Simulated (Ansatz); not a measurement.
Compare A (`B[SiH2]C(O)F`) with its isomer B (`CBO[SiH2]F`).

Gas-phase electronic energies from Ansatz, PBE0-D4/def2-TZVP geometries. CBS: MP2 limit from def2 TZ/QZ plus the TZ coupled-cluster correction, frozen cores. Functionals use def2-TZVPP. B3LYP here is the variant with VWN-RPA as its local correlation; programs differ in this. One conformer a species, not always the lowest.

A:

```xyz
11

B     0.3895   -0.4748    1.9247
Si    0.7547    0.5521    0.2391
C    -0.3502   -0.0266   -1.2145
O    -1.6699    0.1231   -0.8412
F    -0.0801   -1.3750   -1.4696
H     0.8127   -0.0807    2.9714
H    -0.2167   -1.5028    1.9164
H     0.5648    2.0215    0.3961
H     2.1727    0.3140   -0.1626
H    -0.1359    0.4886   -2.1607
H    -2.2417   -0.0393   -1.5990
```

B:

Z-matrix (Å, degrees):
```
C
B 1 1.556
H 1 1.096 2 110.0
H 1 1.096 2 109.7 3 -115.1
H 1 1.091 2 113.8 3 122.6
O 2 1.363 1 120.6 3 -123.2
H 2 1.207 1 121.5 3 56.6
Si 6 1.637 2 131.8 1 -177.5
F 8 1.591 6 108.3 2 101.6
H 8 1.479 6 110.8 2 -16.6
H 8 1.475 6 108.1 2 -141.8
```

Question: Which isomer does CCSD(T)/CBS put lower? Give the gap. (Estimate.)

Answer: Computed: B, by 139.2 kcal/mol.

Question: Give E(B) − E(A) in kcal/mol with B2PLYP, B3LYP-D4, B3LYP, PBE-D4, PBE0-D4, ωB97M-V, r2SCAN-D4. (Estimate.)

Answer: Computed: B2PLYP -139.6, B3LYP-D4 -136.1, B3LYP -136.7, PBE-D4 -128.5, PBE0-D4 -132.4, ωB97M-V -137.1, r2SCAN-D4 -136.7. None reverses the order clearly.

Largest T1 diagnostic: 0.012.

From PBE to PBE0 (25 % exact exchange), in def2-TZVPP and without D4, E(B) − E(A) moves by −3.9 kcal/mol.
